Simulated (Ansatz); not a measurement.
Isolated molecules relaxed with PBE0-D4/def2-TZVP in Ansatz; ΔE leaves out vibrations. CCSD(T)/CBS is the MP2 limit (def2-TZVPP, def2-QZVPP) plus CCSD(T) − MP2 in def2-TZVPP, frozen cores. One conformer a species, not always the lowest.

Consider the ligand exchange at the Si–O bond: `F[SiH2]O[SiH](F)F` + `CO[SiH](F)S` → `CO[SiH](F)S[SiH2]F` + `O[SiH](F)F`.

```json
{"level": "MP2/def2-TZVPP", "ΔE (kJ/mol)": "53.4"}
{"level": "MP2/def2-QZVPP", "ΔE (kJ/mol)": "52.4"}
```

Question: What does CCSD(T)/CBS give? (Estimate.)

Answer: The calculation gave: +54.7 kJ/mol. The listed levels differ from it by -1.3, -2.3 kJ/mol.

Largest T1 diagnostic among the species: 0.012.

From PBE to PBE0 (25 % exact exchange), in def2-TZVPP and without D4, ΔE moves by +5.7 kJ/mol. The D4 term adds −7.4 kJ/mol with B3LYP and −4.2 kJ/mol with PBE0; it sums over pairs of atoms, weighted by their polarisabilities, and B3LYP, whose exchange is more repulsive, gets the larger term. In def2-TZVPP, CCSD(T) changes the Hartree–Fock value by −24.9 kJ/mol (the triples alone add −5.2 kJ/mol) and MP2 by −29.6 kJ/mol.

B3LYP here is the variant with VWN-RPA as its local correlation; programs differ in this.
